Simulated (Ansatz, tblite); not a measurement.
Removing an electron: Si(CN)Cl3 (SiCNCl3). The state is a singlet with charge 0. Geometry: PBE0-D4/def2-SVP. Ansatz, gas phase; energy differences of separate SCF runs; the oxidised species was run as a doublet alone.

```xyz
6

Si    0.0296    0.4781    0.1059
C    -0.0803   -1.3147   -0.2906
N    -0.1508   -2.4439   -0.5418
Cl    1.6166    0.7558    1.3408
Cl   -1.6977    1.0298    1.0183
Cl    0.2825    1.4949   -1.6327
```

The xTB rows come from tblite. HOMO above LUMO, or a gap near zero within one spin, warns that the state may not be the lowest or that an electron is smeared out.

| level | −HOMO (eV) | vertical IE (eV) | −LUMO (eV) | HOMO–LUMO gap (eV) | remarks |
| --- | --- | --- | --- | --- | --- |
| GFN1-xTB | 12.64 | 15.15 | 7.31 | 5.32 | – |
| GFN2-xTB | 12.17 | 14.90 | 7.93 | 4.25 | – |
| PBE-D4/def2-TZVP | 8.47 | 11.28 | 2.40 | 6.07 | gap within one spin near zero (+1 doublet) |

(1) Estimate the rows for PBE0-D4/def2-TZVP, CAM-B3LYP-D4/def2-TZVP.

## Answers

(1) 
```csv
level,−HOMO (eV),vertical IE (eV),−LUMO (eV),HOMO–LUMO gap (eV)
PBE0-D4/def2-TZVP,9.92,11.92,1.46,8.46
CAM-B3LYP-D4/def2-TZVP,11.28,12.25,0.28,11.00
```

  Raw xTB energy differences between charge states are shifted by several eV; the methods need an empirical correction for them.
